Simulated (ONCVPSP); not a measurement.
**Pseudopotential generation for W: ONCV, LDA (Perdew-Wang 92), scalar-relativistic.**

tungsten (W), optimised norm-conserving Vanderbilt (ONCV), made with ONCVPSP 4.0.1 (LDA (Perdew-Wang 92), scalar-relativistic). Core [Kr] 4d10 4f14, reference 5s2 5p6 5d4 6s2. Waves: 5s+6s: rc 2.00 bohr, ncon 3, nbas 6, qcut 7.9 1/bohr, 3 projectors, debl 2.7 Ha; 5p: rc 1.90 bohr, ncon 5, nbas 9, qcut 7.1 1/bohr, 2 projectors, debl 2 Ha; 5d: rc 2.35 bohr, ncon 5, nbas 10, qcut 7.7 1/bohr, 3 projectors, debl 3.3 Ha. Local part: polynomial inside 1.80 bohr (lpopt 5, dvloc0 3 Ha). Core correction: Teter function, fcfact 4, rcfact 1.35.

- Cutoffs needed: 16 Ha and 21 Ha (the cutoffs (Ha) at which the residual kinetic energy of the hardest occupied pseudo-wave falls to 1 and 0.1 mHa per electron)
- Ghost test: no bound ghost flagged; no localised positive-energy state flagged
- Largest excitation error: -17 meV (all-electron minus pseudo) for 5s2 5p6 5d3 6s0, out of 4 test configurations
- rms error of d²Exc/dni dnj: 8.04 mHa without and 1.49 mHa with the model core
